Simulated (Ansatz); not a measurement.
Be4F6⁺. Charge 1, multiplicity 2. Geometry r2SCAN-D4/def2-SVP.

```xyz
10

Be    1.140    1.667   -1.055
Be   -1.427    1.183   -0.200
Be    1.439   -1.187    0.197
Be   -1.190   -0.814    0.675
F    -1.799   -0.283   -0.688
F     2.662   -1.840    0.202
F    -0.473    2.102   -0.865
F     0.001   -1.691    0.788
F    -1.305    0.641    1.289
F     0.952    0.222   -0.343
```

Another isomer (doublet) lies 0.39 eV lower at PBE0-D4/def2-TZVP; other spin states weren't run for this one.

Estimate the α-spin orbital energies around the gap (eV) in Ansatz with HF/STO-3G, PBE0-D4/def2-SVP, PBE0-D4/def2-TZVP, r2SCAN0-D4/def2-TZVP, BHLYP-D4/def2-TZVP.


| orbital | HF/STO-3G | PBE0-D4/def2-SVP | PBE0-D4/def2-TZVP | r2SCAN0-D4/def2-TZVP | BHLYP-D4/def2-TZVP |
| --- | --- | --- | --- | --- | --- |
| HOMO−5 | -20.13 | -18.64 | -18.43 | -18.82 | -20.57 |
| HOMO−4 | -19.85 | -18.44 | -18.15 | -18.54 | -20.29 |
| HOMO−3 | -17.51 | -16.51 | -16.45 | -16.78 | -18.52 |
| HOMO−2 | -16.22 | -15.22 | -15.12 | -15.44 | -17.09 |
| HOMO−1 | -16.04 | -15.12 | -15.01 | -15.33 | -17.03 |
| HOMO | -11.27 | -9.84 | -9.85 | -9.98 | -10.66 |
| LUMO | -0.83 | -6.68 | -6.57 | -6.19 | -5.96 |
| LUMO+1 | 0.17 | -5.92 | -5.74 | -5.35 | -5.11 |
| LUMO+2 | 1.31 | -5.18 | -5.08 | -4.93 | -4.03 |
| LUMO+3 | 3.84 | -4.19 | -4.17 | -3.86 | -3.45 |
| LUMO+4 | 3.85 | -3.52 | -3.48 | -3.06 | -2.82 |
| LUMO+5 | 4.44 | -3.04 | -3.07 | -2.77 | -2.29 |
| β HOMO | -16.04 | -15.12 | -15.00 | -15.33 | -17.02 |
| β LUMO | -0.86 | -6.75 | -6.65 | -6.30 | -6.07 |
